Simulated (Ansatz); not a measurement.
Reactions of CH6BFO2Si (`B[Si](O)(F)OC`).

Calculated with Ansatz (gas phase, PBE0-D4/def2-TZVP geometries, no zero-point term in ΔE). CBS: MP2 limit from def2 TZ/QZ plus the TZ coupled-cluster correction, frozen cores. This one scheme is used for every species, atoms too. DFT in def2-TZVPP. Open shells (•) are unrestricted, without spin–orbit coupling. Spin–orbit coupling would lower the free atoms: a little for B, C, F, O, Si. Elements past krypton have def2 core potentials. Bonds to Sn are less sure, by a few kJ/mol each and by 10 to 20 or more in all where they break to atoms, as the def2 sets lack core-valence functions. Each species was taken in one conformer, which may not be the lowest.

```json
{"reaction": "`B[Si](O)(F)OC` → `OCB(F)O[SiH3]`", "CCSD/CBS(def2) (kJ/mol)": "-49", "B2PLYP (kJ/mol)": "-57", "r2SCAN-D4 (kJ/mol)": "-59", "CCSD(T)/CBS(def2) (kJ/mol)": "-50"}
{"reaction": "`B[Si](O)(F)OC` + `[CH3][SnH]([NH2])[OH]` → `C[O][SnH]([CH3])[NH2]` + `B[Si](O)(O)F`", "CCSD/CBS(def2) (kJ/mol)": "3", "B2PLYP (kJ/mol)": "4", "r2SCAN-D4 (kJ/mol)": "3", "CCSD(T)/CBS(def2) (kJ/mol)": "3"}
{"reaction": "`B[Si](O)(F)OC` → `OB([SiH3])OCF`", "CCSD/CBS(def2) (kJ/mol)": "143", "B2PLYP (kJ/mol)": "128", "r2SCAN-D4 (kJ/mol)": "118", "CCSD(T)/CBS(def2) (kJ/mol)": "136"}
{"reaction": "`B[Si](O)(F)OC` + HCl → `B[Si](O)(F)Cl` + CH₃OH", "CCSD/CBS(def2) (kJ/mol)": "8", "B2PLYP (kJ/mol)": "7", "r2SCAN-D4 (kJ/mol)": "3", "CCSD(T)/CBS(def2) (kJ/mol)": "7"}
{"reaction": "`B[Si](O)(F)OC` → `COB(F)O[SiH3]`", "CCSD/CBS(def2) (kJ/mol)": "-173", "B2PLYP (kJ/mol)": "-184", "r2SCAN-D4 (kJ/mol)": "-183", "CCSD(T)/CBS(def2) (kJ/mol)": "-173"}
{"reaction": "`B[Si](O)(F)OC` + H₂ → `CO[SiH](O)F` + BH₃", "CCSD/CBS(def2) (kJ/mol)": "-48", "B2PLYP (kJ/mol)": "-50", "r2SCAN-D4 (kJ/mol)": "-37", "CCSD(T)/CBS(def2) (kJ/mol)": "-43"}
{"reaction": "`B[Si](O)(F)OC` + `[NH2][AlH][OH]` → `B[O][AlH][NH2]` + `CO[SiH](O)F`", "CCSD/CBS(def2) (kJ/mol)": "-173", "B2PLYP (kJ/mol)": "-181", "r2SCAN-D4 (kJ/mol)": "-175", "CCSD(T)/CBS(def2) (kJ/mol)": "-172"}
{"reaction": "`B[Si](O)(F)OC` + H₂O → `B[Si](O)(O)F` + CH₃OH", "CCSD/CBS(def2) (kJ/mol)": "3", "B2PLYP (kJ/mol)": "-1", "r2SCAN-D4 (kJ/mol)": "0", "CCSD(T)/CBS(def2) (kJ/mol)": "4"}
{"reaction": "`B[Si](O)(F)OC` + H–F → `CO[Si](O)(F)F` + BH₃", "CCSD/CBS(def2) (kJ/mol)": "-181", "B2PLYP (kJ/mol)": "-185", "r2SCAN-D4 (kJ/mol)": "-181", "CCSD(T)/CBS(def2) (kJ/mol)": "-177"}
{"reaction": "`B[Si](O)(F)OC` → B• + C• + F• + 6 H• + 2 O• + Si•", "CCSD/CBS(def2) (kJ/mol)": "4617", "B2PLYP (kJ/mol)": "4625", "r2SCAN-D4 (kJ/mol)": "4682", "CCSD(T)/CBS(def2) (kJ/mol)": "4679"}
```

Largest T1 diagnostic: 0.014, for B•.
